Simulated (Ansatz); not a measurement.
**Ligand exchange: Bi(CH3)Cl2 + InH2Cl → BiCl3 + InH2(CH3)**

Species: Bi(CH3)Cl2, singlet; InH2Cl `[Cl][InH2]`, singlet; BiCl3 (bismuth trichloride) `[Cl][Bi]([Cl])[Cl]`, singlet; InH2(CH3), singlet. The partners trade CH3 for Cl: Bi–CH3 and In–Cl bonds give way to Bi–Cl and In–CH3.

Shapes, held fixed at every level: PBE0-D4/def2-TZVP. Programs: Ansatz 0.2.0. Electronic energies: no zero-point or thermal term.

```json
{"level": "HF/def2-SVP", "kind": "Hartree–Fock", "ΔE (kJ/mol)": "+71.0", "less CCSD(T)/def2-TZVPP": "+16.3"}
{"level": "HF/def2-TZVPP", "kind": "Hartree–Fock", "ΔE (kJ/mol)": "+67.6", "less CCSD(T)/def2-TZVPP": "+12.9"}
{"level": "PBE-D4/def2-TZVPP", "kind": "GGA", "ΔE (kJ/mol)": "+40.1", "less CCSD(T)/def2-TZVPP": "-14.6"}
{"level": "r2SCAN-D4/def2-TZVPP", "kind": "meta-GGA", "ΔE (kJ/mol)": "+47.7", "less CCSD(T)/def2-TZVPP": "-7.0"}
{"level": "B3LYP-D4/def2-TZVPP", "kind": "global hybrid", "ΔE (kJ/mol)": "+45.4", "less CCSD(T)/def2-TZVPP": "-9.3"}
{"level": "PBE0-D4/def2-TZVPP", "kind": "global hybrid", "ΔE (kJ/mol)": "+47.8", "less CCSD(T)/def2-TZVPP": "-6.9"}
{"level": "CCSD(T)/def2-TZVPP", "kind": "coupled cluster or CI", "ΔE (kJ/mol)": "+54.7", "less CCSD(T)/def2-TZVPP": "0.0"}
```

The highest level, CCSD(T)/def2-TZVPP, gives ΔE = +54.7 kJ/mol; the levels span +40.1 to +71.0. The column of differences is taken from that level and isn't an error. No measured value is set beside it here. For atoms past krypton def2 sets carry core potentials with scalar relativity. Outer-core shells of Bi, In are correlated, in sets that cover them unevenly.
